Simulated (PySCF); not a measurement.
C₃H₁₂Ge₂S (SMILES [CH3][Ge]([CH3])([CH3])[S][GeH3]), singlet, at a GFN2-xTB geometry; DF-HF/6-31G in PySCF.

PySCF was given this input:
```python
from pyscf import gto, scf

mol = gto.Mole()
mol.atom = '''
    Ge    2.20340958    0.00371858    0.02374896
    S     0.45686209   -0.04347642    1.33679561
    Ge   -1.22909930    0.00514332   -0.17410524
    C    -1.36227235   -1.79508267   -1.01631007
    C    -2.85120142    0.43695070    0.88757143
    C    -0.85291601    1.39881235   -1.54845673
    H     2.12011221   -0.99842224   -1.09833057
    H     2.41627670    1.35672913   -0.60074501
    H     3.38798713   -0.32379009    0.87835601
    H    -2.19192531   -1.81127488   -1.71685796
    H    -0.45063415   -2.04286961   -1.55343438
    H    -1.53303075   -2.55507701   -0.25915627
    H    -3.72844159    0.43096605    0.24737997
    H    -2.99336015   -0.29441418    1.67790764
    H    -2.76065564    1.41850084    1.34346076
    H     0.01785467    1.12888230   -2.14169611
    H    -0.66684682    2.36087167   -1.07893941
    H    -1.70672050    1.49785717   -2.21210158
'''
mol.basis = '6-31g'
mol.verbose = 4
mol.max_memory = 1800
mol.build()

mf = scf.RHF(mol)
mf = mf.density_fit(auxbasis='def2-universal-jkfit')
mf.kernel()
```

Output, abridged:

```
PySCF version 2.14.0

[INPUT] verbose = 4
[INPUT] num. atoms = 18
[INPUT] num. electrons = 110
[INPUT] charge = 0
[INPUT] spin (= nelec alpha-beta = 2S) = 0
[INPUT] symmetry False subgroup None
[INPUT] Mole.unit = angstrom
[INPUT] Symbol           X                Y                Z      unit          X                Y                Z       unit  Magmom
[INPUT]  1 Ge     2.203409580000   0.003718580000   0.023748960000 AA    4.163840646443   0.007027097772   0.044879030143 Bohr   0.0
[INPUT]  2 S      0.456862090000  -0.043476420000   1.336795610000 AA    0.863344226796  -0.082158526677   2.526177587421 Bohr   0.0
[INPUT]  3 Ge    -1.229099300000   0.005143320000  -0.174105240000 AA   -2.322661056895   0.009719466171  -0.329011220452 Bohr   0.0
[INPUT]  4 C     -1.362272350000  -1.795082670000  -1.016310070000 AA   -2.574321648568  -3.392214617253  -1.920547689938 Bohr   0.0
[INPUT]  5 C     -2.851201420000   0.436950700000   0.887571430000 AA   -5.387989809771   0.825717152937   1.677266918689 Bohr   0.0
[INPUT]  6 C     -0.852916010000   1.398812350000  -1.548456730000 AA   -1.611777666157   2.643372241159  -2.926159135440 Bohr   0.0
[INPUT]  7 H      2.120112210000  -0.998422240000  -1.098330570000 AA    4.006431430246  -1.886744590275  -2.075543971537 Bohr   0.0
[INPUT]  8 H      2.416276700000   1.356729130000  -0.600745010000 AA    4.566101204168   2.563846480919  -1.135243539599 Bohr   0.0
[INPUT]  9 H      3.387987130000  -0.323790090000   0.878356010000 AA    6.402367789251  -0.611874591948   1.659852298766 Bohr   0.0
[INPUT] 10 H     -2.191925310000  -1.811274880000  -1.716857960000 AA   -4.142138521402  -3.422813459504  -3.244391339179 Bohr   0.0
[INPUT] 11 H     -0.450634150000  -2.042869610000  -1.553434380000 AA   -0.851575125876  -3.860464071097  -2.935565530684 Bohr   0.0
[INPUT] 12 H     -1.533030750000  -2.555077010000  -0.259156270000 AA   -2.897008258037  -4.828395776073  -0.489734373764 Bohr   0.0
[INPUT] 13 H     -3.728441590000   0.430966050000   0.247379970000 AA   -7.045733476538   0.814407803486   0.467480392003 Bohr   0.0
[INPUT] 14 H     -2.993360150000  -0.294414180000   1.677907640000 AA   -5.656630875687  -0.556362167388   3.170785901915 Bohr   0.0
[INPUT] 15 H     -2.760655640000   1.418500840000   1.343460760000 AA   -5.216883083836   2.680578095065   2.538772895500 Bohr   0.0
[INPUT] 16 H      0.017854670000   1.128882300000  -2.141696110000 AA    0.033740436344   2.133278373869  -4.047219089946 Bohr   0.0
[INPUT] 17 H     -0.666846820000   2.360871670000  -1.078939410000 AA   -1.260157856837   4.461400871545  -2.038899989900 Bohr   0.0
[INPUT] 18 H     -1.706720500000   1.497857170000  -2.212101580000 AA   -3.225234316181   2.830539825016  -4.180266145918 Bohr   0.0

nuclear repulsion = 913.248387234419
number of shells = 68
number of NR pGTOs = 340
number of NR cGTOs = 118
basis = 6-31g
ecp = {}

******** <class 'pyscf.df.df_jk.DFRHF'> ********
method = DFRHF
initial guess = minao
damping factor = 0
level_shift factor = 0
DIIS = <class 'pyscf.scf.diis.CDIIS'>
diis_start_cycle = 1
diis_space = 8
diis_damp = 0
SCF conv_tol = 1e-09
SCF conv_tol_grad = None
SCF max_cycles = 50
direct_scf = False
Set gradient conv threshold to 3.16228e-05
Initial guess from minao.
******** <class 'pyscf.df.df.DF'> ********
auxbasis = def2-universal-jkfit
init E= -4667.21989944014
  HOMO = -0.284726334119508  LUMO = 0.0500918991243822  gap/eV = 9.11087
cycle= 1 E= -4668.07535723002  delta_E= -0.855  |g|= 0.333  |ddm|= 3.59
  HOMO = -0.322995838882925  LUMO = 0.105009472712959  gap/eV = 11.64662
cycle= 2 E= -4668.1229000146  delta_E= -0.0475  |g|= 0.105  |ddm|= 0.762
  HOMO = -0.361637871839174  LUMO = 0.108623255534971  gap/eV = 12.79646
cycle= 3 E= -4668.1269552779  delta_E= -0.00406  |g|= 0.0402  |ddm|= 0.232
  HOMO = -0.351025887781093  LUMO = 0.112364947219289  gap/eV = 12.60951
cycle= 4 E= -4668.127526898  delta_E= -0.000572  |g|= 0.0062  |ddm|= 0.0717
  HOMO = -0.351044154067632  LUMO = 0.112004426674269  gap/eV = 12.60019
cycle= 5 E= -4668.12754067304  delta_E= -1.38e-05  |g|= 0.00174  |ddm|= 0.0124
  HOMO = -0.35149156484186  LUMO = 0.111836170198494  gap/eV = 12.60779
cycle= 6 E= -4668.12754194967  delta_E= -1.28e-06  |g|= 0.000416  |ddm|= 0.00423
  HOMO = -0.351456963410044  LUMO = 0.111909373533462  gap/eV = 12.60884
cycle= 7 E= -4668.1275420696  delta_E= -1.2e-07  |g|= 0.000112  |ddm|= 0.00144
  HOMO = -0.35147492647119  LUMO = 0.111906432972694  gap/eV = 12.60925
cycle= 8 E= -4668.12754207963  delta_E= -1e-08  |g|= 3.7e-05  |ddm|= 0.000393
  HOMO = -0.351483699481592  LUMO = 0.111903776854717  gap/eV = 12.60942
cycle= 9 E= -4668.12754208048  delta_E= -8.49e-10  |g|= 5.68e-06  |ddm|= 0.000118
  HOMO = -0.351482844561627  LUMO = 0.111904384846033  gap/eV = 12.60941
Extra cycle  E= -4668.1275420805  delta_E= -2e-11  |g|= 2.39e-06  |ddm|= 1.5e-05
converged SCF energy = -4668.1275420805
```
